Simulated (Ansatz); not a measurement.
# What each rung costs, and what it gives

Saddle point of SiH2Cl4O, closed shell (SiHCl₃O ([OH][Si]([Cl])([Cl])[Cl]) + HCl → SiCl₄ ([Cl][Si]([Cl])([Cl])[Cl]) + H₂O; bonds formed: Si1–Cl7, O2–H6; bonds broken: Si1–O2, H6–Cl7), PBE0-D4/def2-TZVP structure:

```csv
atom,x (Å),y (Å),z (Å)
Si1,-0.5789,-0.2450,0.0890
O2,1.1537,-0.1005,-0.1798
Cl3,-0.5991,-2.1376,-0.7974
Cl4,-1.1769,-0.6790,1.9680
Cl5,-1.8592,0.7309,-1.1414
H6,1.2663,0.9483,0.1112
Cl7,0.2321,2.0148,0.8930
H8,1.5620,-0.5320,-0.9425
```

Barriers are electronic and count from the start structure reached by relaxing down the imaginary mode.

Computed with Ansatz 0.2.0 (basis: as named in each row); correlated methods freeze the cores. B3LYP uses VWN-RPA correlation. Extrapolation: Hartree–Fock as exp(−7.88 √X), correlation as X^−2.97.

Times are rough, for one single point on 8 threads of a shared host (Intel Xeon).

The estimate by CCSD(T) at an estimated basis limit (MP2 extrapolated from triple and quadruple zeta, plus CCSD(T) − MP2 in triple zeta) is 1.326 eV.

```csv
method,basis,time (s),barrier (eV),method less estimate
HF,STO-3G,under 1,0.560,-0.766
PBE-D4,STO-3G,under 1,-0.481,-1.808
SPW92,def2-SVP,under 1,0.523,-0.804
PBE-D4,def2-SVP,1,0.896,-0.431
B3LYP-D4,6-31G,2,0.721,-0.605
PBE0-D4,def2-SVP,2,1.029,-0.297
BLYP-D4,def2-TZVPP,5,1.268,-0.058
SPW92,def2-TZVPP,6,0.702,-0.624
PBE-D4,def2-TZVPP,6,1.060,-0.266
wB97M-V,def2-SVP,6,1.064,-0.263
r2SCAN-D4,def2-TZVPP,8,1.172,-0.154
CCSD(T),def2-SVP,8,1.495,0.169
BHLYP-D4,def2-TZVPP,8,1.476,0.149
B3LYP-D4,def2-TZVPP,8,1.343,0.017
PBE0-D4,def2-TZVPP,8,1.177,-0.150
CAM-B3LYP-D4,def2-TZVPP,9,1.373,0.047
r2SCAN0-D4,def2-TZVPP,11,1.242,-0.085
RPA on PBE,def2-TZVPP,11,1.480,0.153
B97M-V,def2-TZVPP,12,1.347,0.021
B2PLYP,def2-TZVPP,12,1.417,0.090
PBE-QIDH,def2-TZVPP,13,1.286,-0.040
wB97X-V,def2-TZVPP,14,1.321,-0.006
wB97M-V,def2-TZVPP,15,1.246,-0.080
MP2,def2-QZVPP,31,1.268,-0.058
CCSD(T),def2-TZVPP,170,1.442,0.116
```

All methods are single points on the PBE0-D4 structures; a negative value means that the method puts the saddle structure below the start.

No T1 diagnostic of these runs exceeds 0.010.

Hydrogen chloride, the by-product of chloride precursors, can attack films and sites by steps of this kind.

Labels in which every atom is bracketed show which atoms are joined, not bond orders.
